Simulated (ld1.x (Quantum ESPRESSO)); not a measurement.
## Before and after: TM potential for tantalum (Ta)

ld1.x (Quantum ESPRESSO) 7.5 input, shortened:

```
&input
   title='Ta', zed=73., rel=1, dft='PBE', iswitch=3,
   config='[Xe] 4f14 5d3 6s2 6p0'
 /
 &inputp
   pseudotype=2, tm=.true., lloc=-1, rcloc=2.15,
   nlcc=.false.
 /
3
6S  1  0   2.00   0.00  2.75  2.75  0.0
6P  2  1   0.00   0.00  3.95  3.95  0.0
5D  3  2   3.00   0.00  2.30  2.30  0.0
 &test
   configts(1)='5d3 6s2 6p0'
 /
```

Change: wave 5d (bound): rc 2.30 bohr becomes 5d (bound): rc 2.94 bohr.

Cutoffs: the cutoffs (Ry, on a coarse ladder) from which the occupation-weighted sum of valence levels, in a spherical-Bessel basis at the reference potential, stays within 10 and 1 mRy of its value at 400 Ry; they do not see the model core or the augmentation charge, which bear on the density cutoff. Errors are all-electron minus pseudo energies relative to the spin-unpolarised reference configuration.

Predict the effect on cutoff, ghosts and configuration errors.

The potential gets softer (25 Ry and 35 Ry → 21 Ry and 25 Ry); both files keep a bound ghost (s); of the 7 tests that both files solve, the error grows in 3 and shrinks in 0 by more than 15 % and 0.3 meV (median size 31.0 → 52.7 meV). A larger radius leaves more room for a smooth pseudo-wave, so fewer plane waves are needed. More of the atom is replaced by a form fitted at one configuration, so other configurations suffer.

```tsv
quantity	base	changed
cutoff, loose	25 Ry	21 Ry
cutoff, tight	35 Ry	25 Ry
loose cutoff by channel (10 mRy a level)	s 8 Ry, d 21 Ry	s 8 Ry, d 18 Ry
bound ghosts	s	s
error for 5d3 6s1 6p0, meV [ΔE 8.47 eV]	+5.7	+7.8
error for 5d3 6s0 6p0, meV [ΔE 23.44 eV]	+104	+108
error for 5d2 6s0 6p0, meV [ΔE 47.04 eV]	+212	+205
error for 5d3 6s1 6p1, meV [ΔE 4.18 eV]	+6.1	+6.3
error for 5d2 6s2 6p1, meV [ΔE 2.99 eV]	+31	+46
error for 5d3 6s0 6p1, meV [ΔE 13.55 eV]	+114	+119
error for 5d4 6s0 6p0, meV [ΔE 9.90 eV]	+21	+53
s: phases at 4.28 bohr within 0.05 rad from the reference energy up to (Ry; the scan ends near 5)	1.0	1.0
p: phases at 4.28 bohr within 0.05 rad from the reference energy up to (Ry; the scan ends near 5)	0.1	0.1
d: phases at 4.28 bohr within 0.05 rad from the reference energy up to (Ry; the scan ends near 5)	3.3	3.0
```

Base: These tests converged, but a pseudo level misses the all-electron one widely, so the file describes the atom poorly there or has found another state: 5d2 6s0 6p0: empty 6p by 5.2 eV (a node warning on the way). Changed file: These tests converged, but a pseudo level misses the all-electron one widely, so the file describes the atom poorly there or has found another state: 5d2 6s0 6p0: empty 6p by 5.2 eV (a node warning on the way). A true bound ghost makes a file unfit for plane-wave use even where its test errors are small: the radial tests pick states by their node count and pass the ghost by.
